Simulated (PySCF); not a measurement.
# Vibration and rotation of NaBi⁺

UHF-CCSD(T) constants of NaBi⁺, ⁴Σ⁻ (quartet), unpaired electrons σ ↑, π ↑↑ (PySCF, scalar-relativistic core potentials, basis sets Na aug-cc-pVDZ, Bi aug-cc-pVDZ-PP with ECP60; masses 22.9898 and 208.9804 u):

* ωe: 95.2 cm⁻¹
* ωexe: 0.84 cm⁻¹
* Be: 0.067209 cm⁻¹
* αe: 0.000711 cm⁻¹

**Question.** What force constant and bond length do these constants imply?

**Answer.** Reduced mass μred = 20.711 u; k = 5.8918×10⁻⁷·μred·ωe² (u, cm⁻¹, mdyn/Å) = 0.111 mdyn/Å; Re = √(16.8576/(μred·Be)) (u, cm⁻¹, Å) = 3.480 Å.

**Question.** Estimate the centrifugal constant D from the Kratzer relation and find the Dunham coefficient a1.

**Answer.** D = 4Be³/ωe² = 1.34e-07 cm⁻¹; a1 = −1 − αeωe/(6Be²) = -3.50.

Correlated steps freeze 5 core orbitals. Spin–orbit coupling is left out, which matters for elements this heavy, above all for dissociation energies. The state was picked by a PBE0 search and need not be the measured ground state.
